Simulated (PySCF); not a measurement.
## Electric field gradients and quadrupole coupling constants

Species: C₅H₅ClO.
Z-matrix (Å and degrees, GFN2-xTB geometry), rows numbered from 1:
```
O 
C   1  1.1936
C   2  1.5426  1  135.13
C   3  1.5123  2   83.69  1  -179.98
C   4  1.3437  3   95.62  2    -0.06
C   5  1.4783  2  131.82  1     0.01
Cl  6  1.7873  5  111.20  2   179.75
H   3  1.0889  2  114.93  1   -64.04
H   3  1.0890  2  114.83  1    64.14
H   4  1.0739  3  131.11  2   179.99
H   6  1.0924  5  110.77  2    60.32
H   6  1.0925  5  110.84  2   -60.79
```

Field gradients from the PBE0/pcSseg-1 density (PySCF, non-relativistic), principal values in atomic units, ordered |Vxx| ≤ |Vyy| ≤ |Vzz|:

| atom | Vxx | Vyy | Vzz |
| --- | --- | --- | --- |
| O1 | 0.4536 | 1.3442 | -1.7978 |
| Cl7 | -1.9908 | -2.0896 | 4.0804 |

**Question.** Find the asymmetry η = (Vxx − Vyy)/Vzz and the couplings χ = eQV/h (234.96 MHz × Q in barn × V in au), with Q(17O) = −0.0256 b, Q(35Cl) = −0.0817 b.

**Answer.** 
```tsv
atom	environment	nucleus	η	χzz (MHz)	χxx (MHz)	χyy (MHz)
O1	ketone oxygen	17O	0.50	10.81	-2.73	-8.09
Cl7	alkyl chlorine	35Cl	0.02	-78.33	38.22	40.11
```

The gradient is axial or nearly so (η below 0.05) at Cl7. The tensor is traceless: Vxx + Vyy + Vzz = 0.

**Question.** What is Vzz at Cl7 in SI units (1 au = 9.71736 × 10²¹ V/m²)?

**Answer.** 4.0804 au = 39.651 × 10²¹ V/m².

**Question.** And the gradient at the other heavy atoms, for which no coupling is worked out here?

**Answer.** 
| atom | environment | Vzz (au) | η |
| --- | --- | --- | --- |
| C2 | ketone carbonyl carbon | 0.496 | 0.13 |
| C3 | sp3 carbon next to a carbonyl | 0.104 | 0.53 |
| C4 | alkene CH carbon | 0.421 | 0.36 |
| C5 | fully substituted alkene carbon | 0.256 | 0.59 |
| C6 | sp3 C–Cl carbon | 0.455 | 0.17 |

**Question.** What couplings would deuterons (Q(2H) = 0.00286 b) have in place of the hydrogens, at this geometry?

**Answer.** 
```
atom  bonded to  bond length (Å)  Vzz (au)     η  χzz (kHz)
  H8         C3            1.089    0.3108  0.01        209
  H9         C3            1.089    0.3107  0.01        209
 H10         C4            1.074    0.3389  0.00        228
 H11         C6            1.092    0.2947  0.05        198
 H12         C6            1.092    0.2946  0.05        198
```

The structure is a single GFN2-xTB conformer in the gas phase; no vibrational or solvent corrections. GFN2-xTB bond lengths can be off by several hundredths of an ångström, more for odd bonds, and the gradients follow them. A larger basis could move these couplings by a tenth or more.
